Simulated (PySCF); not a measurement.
C₆H₆N, SMILES c1(N)[c]cccc1, multiplicity 2.

The structure is a stationary point at r2SCAN-D4/def2-SVP. The isomer is the one that the SMILES or the coordinates give; other isomers of the formula were not compared. Other conformers were not sampled.

Level of theory: r2SCAN-D4/def2-SVP (PySCF).

No scaling factor is applied to the harmonic values.

```tsv
mode	ν (cm⁻¹)	IR (km/mol)	moving atoms (share of kinetic energy)
1	215	9.9	C 60 %, N 21 %, H 19 %
2	346	20.4	H 88 %, C 10 %
3	379	1.5	H 36 %, C 34 %, N 29 %
4	409	8.0	C 75 %, H 25 %
5	487	252.3	H 68 %, C 20 %, N 12 %
6	521	0.5	C 66 %, N 25 %, H 9 %
7	540	64.9	C 55 %, H 33 %, N 12 %
8	624	0.5	C 92 %
9	691	1.4	C 76 %, H 23 %
10	733	69.7	H 77 %, C 23 %
11	822	6.3	H 65 %, C 33 %
12	837	5.8	C 61 %, N 22 %, H 17 %
13	914	2.1	H 70 %, C 29 %
14	970	0.0	H 77 %, C 23 %
15	974	1.4	C 91 %, H 9 %
16	1039	8.4	H 51 %, C 47 %
17	1058	2.8	H 57 %, C 38 %
18	1134	2.5	H 83 %, C 15 %
19	1159	2.9	H 92 %
20	1263	1.0	H 62 %, C 33 %
21	1331	30.3	C 46 %, H 44 %, N 9 %
22	1397	16.7	C 85 %, H 14 %
23	1474	0.4	C 72 %, H 26 %
24	1496	67.7	C 72 %, H 25 %
25	1584	12.8	C 85 %, H 15 %
26	1620	55.2	H 76 %, C 12 %, N 12 %
27	1677	134.6	C 89 %, H 8 %
28	3152	11.6	H 92 %, C 8 %
29	3169	0.6	H 92 %
30	3183	10.0	H 92 %, C 8 %
31	3199	10.5	H 91 %, C 9 %
32	3578	36.2	H 96 %
33	3694	28.9	H 91 %, N 9 %
```
